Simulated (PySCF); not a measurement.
Geometry:
```json
{"atom": "C1", "x (Å)": "-3.101", "y (Å)": "-0.528", "z (Å)": "1.440"}
{"atom": "O2", "x (Å)": "-2.449", "y (Å)": "-1.581", "z (Å)": "0.794"}
{"atom": "C3", "x (Å)": "-1.685", "y (Å)": "-1.180", "z (Å)": "-0.305"}
{"atom": "C4", "x (Å)": "-0.450", "y (Å)": "-0.391", "z (Å)": "0.062"}
{"atom": "C5", "x (Å)": "-0.020", "y (Å)": "0.687", "z (Å)": "-0.714"}
{"atom": "C6", "x (Å)": "1.143", "y (Å)": "1.382", "z (Å)": "-0.384"}
{"atom": "C7", "x (Å)": "1.884", "y (Å)": "1.013", "z (Å)": "0.736"}
{"atom": "C8", "x (Å)": "1.455", "y (Å)": "-0.056", "z (Å)": "1.524"}
{"atom": "C9", "x (Å)": "0.298", "y (Å)": "-0.754", "z (Å)": "1.188"}
{"atom": "H10", "x (Å)": "-3.790", "y (Å)": "0.006", "z (Å)": "0.755"}
{"atom": "H11", "x (Å)": "-2.393", "y (Å)": "0.213", "z (Å)": "1.857"}
{"atom": "H12", "x (Å)": "-3.689", "y (Å)": "-0.955", "z (Å)": "2.264"}
{"atom": "H13", "x (Å)": "-1.387", "y (Å)": "-2.109", "z (Å)": "-0.818"}
{"atom": "H14", "x (Å)": "-2.295", "y (Å)": "-0.595", "z (Å)": "-1.024"}
{"atom": "H15", "x (Å)": "-0.605", "y (Å)": "0.989", "z (Å)": "-1.588"}
{"atom": "H16", "x (Å)": "1.467", "y (Å)": "2.224", "z (Å)": "-1.002"}
{"atom": "H17", "x (Å)": "2.793", "y (Å)": "1.561", "z (Å)": "1.000"}
{"atom": "H18", "x (Å)": "2.030", "y (Å)": "-0.348", "z (Å)": "2.406"}
{"atom": "H19", "x (Å)": "-0.047", "y (Å)": "-1.588", "z (Å)": "1.803"}
```

Geometry: PBE0-D3(BJ)/def2-SVP; GIAO absolute shieldings from PySCF 2.14, gas phase, non-relativistic, averaged over equivalent atoms.

At PBE0/pcSseg-1 (203 basis functions, 34 s wall time on 1 thread of an Arm Neoverse V1, shared host):
```json
{"atoms": "C4", "σ (ppm)": "39.4"}
{"atoms": "C6/C8", "σ (ppm)": "50.4"}
{"atoms": "C7", "σ (ppm)": "51.3"}
{"atoms": "C5/C9", "σ (ppm)": "51.7"}
{"atoms": "C3", "σ (ppm)": "108.5"}
{"atoms": "C1", "σ (ppm)": "127.9"}
{"atoms": "O2", "σ (ppm)": "313.0"}
{"atoms": "H15/H19", "σ (ppm)": "23.77"}
{"atoms": "H16/H18", "σ (ppm)": "23.80"}
{"atoms": "H17", "σ (ppm)": "23.89"}
{"atoms": "H13/H14", "σ (ppm)": "26.84"}
{"atoms": "H10/H11/H12", "σ (ppm)": "28.18"}
```

**Question.** Estimate the result of repeating the calculation with B3LYP/pcSseg-1.

**Answer.** 
```json
{"atoms": "C4", "σ at B3LYP/pcSseg-1": "32.8", "change": "-6.6"}
{"atoms": "C6/C8", "σ at B3LYP/pcSseg-1": "44.8", "change": "-5.6"}
{"atoms": "C7", "σ at B3LYP/pcSseg-1": "45.7", "change": "-5.6"}
{"atoms": "C5/C9", "σ at B3LYP/pcSseg-1": "46.1", "change": "-5.6"}
{"atoms": "C3", "σ at B3LYP/pcSseg-1": "101.7", "change": "-6.8"}
{"atoms": "C1", "σ at B3LYP/pcSseg-1": "121.7", "change": "-6.2"}
{"atoms": "O2", "σ at B3LYP/pcSseg-1": "305.2", "change": "-7.8"}
{"atoms": "H15/H19", "σ at B3LYP/pcSseg-1": "24.02", "change": "+0.25"}
{"atoms": "H16/H18", "σ at B3LYP/pcSseg-1": "24.06", "change": "+0.26"}
{"atoms": "H17", "σ at B3LYP/pcSseg-1": "24.14", "change": "+0.25"}
{"atoms": "H13/H14", "σ at B3LYP/pcSseg-1": "26.95", "change": "+0.11"}
{"atoms": "H10/H11/H12", "σ at B3LYP/pcSseg-1": "28.25", "change": "+0.07"}
```

The largest change is at O2 (ether oxygen). Cost: 203 basis functions, 34 s wall time on 1 thread of an Arm Neoverse V1, shared host. The order of the carbon signals is the same at both levels.
